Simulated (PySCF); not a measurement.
C2H3F3O, SMILES COC(F)(F)F. The structure is a stationary point at PBE-D3(BJ)/def2-SVP.

Method: PBE-D3(BJ)/def2-SVP (PySCF 2.14.0).

Harmonic wavenumbers (cm⁻¹): 91, 156, 260, 421, 434, 573, 597, 642, 829, 1080, 1129, 1144, 1151, 1218, 1282, 1411, 1426, 1433, 2970, 3060, 3113. Rotational constants (GHz): 5.338, 3.025, 3.001; symmetry number 1.

**Question.** Work out the zero-point energy and the ideal-gas rigid-rotor harmonic-oscillator thermochemistry at 298.15 K and 1 atm.

**Answer.** ZPE = ½ Σ hcν = ½ × 24419 cm⁻¹ = 146.06 kJ/mol. H − E(el) = 164.14 kJ/mol. Entropy in J/(mol K): translation 166.19, rotation 110.03, vibration 48.08, total 324.30. G − E(el) = 67.45 kJ/mol. Cp = 90.90 J/(mol K). Modes under 150 cm⁻¹ make the vibrational entropy uncertain.
